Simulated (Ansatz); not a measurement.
Computed with Ansatz on PBE0-D4/def2-TZVP structures; ΔE is electronic, products minus reactants. CCSD(T)/CBS is the MP2 limit (def2-TZVPP, def2-QZVPP) plus CCSD(T) − MP2 in def2-TZVPP, frozen cores. This one scheme is used for every species. DFT in def2-TZVPP. For Br outer-core shells are correlated without core-valence functions, which leaves a few kJ/mol of doubt a bond. Scalar relativity is left out up to krypton. Each species was taken in one conformer, which may not be the lowest.

Reaction (ligand exchange at a B–Br bond): `COB(Br)OC` + CH₃OH → `COB(OC)OC` + HBr

`COB(Br)OC`:

Z-matrix (Å, degrees):
```
C
O 1 1.419
H 1 1.092 2 111.0
H 1 1.092 2 110.9 3 121.0
H 1 1.089 2 107.2 3 -119.5
B 2 1.344 1 120.1 3 -60.2
O 6 1.347 2 121.4 1 0.0
Br 6 1.940 2 116.7 1 -180.0
C 7 1.414 6 124.4 2 180.0
H 9 1.092 7 111.0 6 60.2
H 9 1.090 7 107.2 6 179.7
H 9 1.092 7 110.9 6 -60.9
```

CH₃OH:

```xyz
6

C     0.178    0.266    0.156
O    -0.055   -0.772   -0.767
H     1.160    0.681   -0.071
H     0.191   -0.092    1.193
H    -0.560    1.073    0.073
H    -0.915   -1.155   -0.585
```

`COB(OC)OC`:

```xyz
16

C    -1.629   -0.336    1.736
O    -1.296    0.042    0.418
B     0.000    0.000    0.000
O     0.978   -0.409    0.855
C     2.323   -0.455    0.426
O     0.318    0.366   -1.273
C    -0.693    0.791   -2.163
H    -1.357   -1.377    1.931
H    -1.121    0.295    2.471
H    -2.708   -0.221    1.850
H     2.447   -1.137   -0.418
H     2.924   -0.808    1.264
H     2.676    0.535    0.123
H    -0.216    1.034   -3.112
H    -1.209    1.677   -1.783
H    -1.435    0.004   -2.324
```

HBr:

```xyz
2

Br    0.064    0.656   -0.264
H    -0.064   -0.656    0.264
```

(1) Is it downhill or uphill in electronic energy at CCSD(T)/CBS, and by how much? (An estimate is asked.)

(2) What do these levels give: B97M-V, r2SCAN0-D4, ωB97M-V, revPBE, r2SCANh, r2SCAN0, LC-ωPBE, MP2/def2-SVP, CCSD/def2-SVP, CCSD(T)/def2-SVP, HF/def2-TZVPP, MP2/def2-QZVPP? (Best estimate.)

Largest T1 diagnostic among the species: 0.012.

## Answers

(1) Ansatz gave: Downhill: ΔE = -45.1 kJ/mol.

(2) The calculation gave: B97M-V -52.0, r2SCAN0-D4 -49.4, ωB97M-V -49.2, revPBE -36.0, r2SCANh -47.8, r2SCAN0 -48.8, LC-ωPBE -47.8, MP2/def2-SVP -60.9, CCSD/def2-SVP -68.7, CCSD(T)/def2-SVP -67.3, HF/def2-TZVPP -60.0, MP2/def2-QZVPP -39.8 kJ/mol.

Leaving LDA and LC-ωPBE aside and taking each functional with its dispersion term where it has one, the values, not all of them listed here, spread over 17.4 kJ/mol, from CAM-B3LYP-D4 to revPBE-D4. LDA lies −11.5 kJ/mol from PBE without D4. In def2-TZVPP, CCSD(T) changes the Hartree–Fock value by +10.7 kJ/mol (the triples alone add +2.4 kJ/mol) and MP2 by +18.1 kJ/mol.
